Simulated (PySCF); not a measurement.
NICS in rings of unrelated molecules.

Probes without a nucleus sit at each ring's centroid and 1 Å off its mean plane on both sides; NICS is minus the shielding there, NICSzz its component along the normal. Level: GIAO PBE0/pcSseg-1 (PySCF, non-relativistic, gas phase) on the GFN2-xTB geometries, one conformer each. Atom numbers follow the mapped SMILES.

Question: Order these rings by mean NICS(1)zz, lowest (most negative) first (ppm).
A. ring C3–C4–C5–C6–C7–C8 in `[CH2:1]=[CH:2][C@@H:3]1[CH:4]=[CH:5][CH:6]=[CH:7][CH+:8]1` (charge +1)
B. ring N2–C3–C4–C5–C9 in `[CH3:1][N:2]1[CH2:3][CH2:4][C:5]([N:6]([SiH3:7])[SiH3:8])=[C:9]1[F:10]`
C. ring C6–C7–C8–O10–C11 in `[CH2:1]=[C:2]([CH2:3][O:4][CH3:5])[C:6]1=[CH:7][C:8](=[O:9])[O:10][C:11]1=[O:12]`
D. ring C3–P4–C5–C6–N7 in `[CH3:1][S:2][c:3]1[p:4][cH:5][cH:6][n:7]1[CH3:8]`
E. ring P2–C3–C4–C9–C11 in `[O:1]=[P@H:2]1[CH:3]=[C:4]([C:5]([F:6])([F:7])[F:8])[C:9]([SiH3:10])=[C:11]1[F:12]`
F. ring C4–C5–C6 in `[CH3:1][N:2]([CH2:3][CH:4]1[CH2:5][CH2:6]1)[SiH2:7][SH:8]`
G. ring C3–O4–C5–C7–O9–C10 in `[CH2:1]=[CH:2][C@@H:3]1[O:4][C:5](=[O:6])[C:7](=[O:8])[O:9][C@H:10]1[CH:11]=[CH2:12]`

Answer: D (-26.0), F (-22.3), A (-11.9), G (-4.1), C (-1.5), B (0.5), E (4.5).

| SMILES | ring | NICS(0) | NICS(1) | NICS(1)zz | HOMA | rms pucker (Å) | ring atoms with four or more neighbours |
| --- | --- | --- | --- | --- | --- | --- | --- |
| CSc1pccn1C | 5-membered ring with N and P; formal bonds all aromatic | -12.2 | -10.7 | -26.0 | 0.82 | 0.00 | 0 |
| CN(CC1CC1)[SiH2]S | 3-membered carbocycle; formal bonds all single | -43.7 | -8.8 | -22.3 | – | 0.00 | 3 |
| C=C[C@@H]1C=CC=C[CH+]1 | 6-membered carbocycle; formal bonds 2 double, 4 single | 0.6 | -5.4 | -11.9 | – | 0.01 | 1 |
| C=C[C@@H]1OC(=O)C(=O)O[C@H]1C=C | 6-membered ring with 2 O; formal bonds all single | -1.4 | -3.0 | -4.1 | – | 0.25 | 2 |
| C=C(COC)C1=CC(=O)OC1=O | 5-membered ring with O; formal bonds 1 double, 4 single | -0.2 | -3.3 | -1.5 | -0.89 | 0.00 | 0 |
| CN1CCC(N([SiH3])[SiH3])=C1F | 5-membered ring with N; formal bonds 1 double, 4 single | -7.9 | -2.7 | 0.5 | – | 0.08 | 2 |
| O=[P@H]1C=C(C(F)(F)F)C([SiH3])=C1F | 5-membered ring with P; formal bonds 2 double, 3 single | 0.3 | -1.7 | 4.5 | – | 0.01 | 1 |

NICS(0) gives another order. The isotropic NICS(1) gives another order. HOMA uses Krygowski's 1993 parameters; it is left out where a ring has a four-coordinate atom, a triple bond, no multiple bond or a kind of bond without parameters. NICS(1) and NICS(1)zz are means over the two faces.
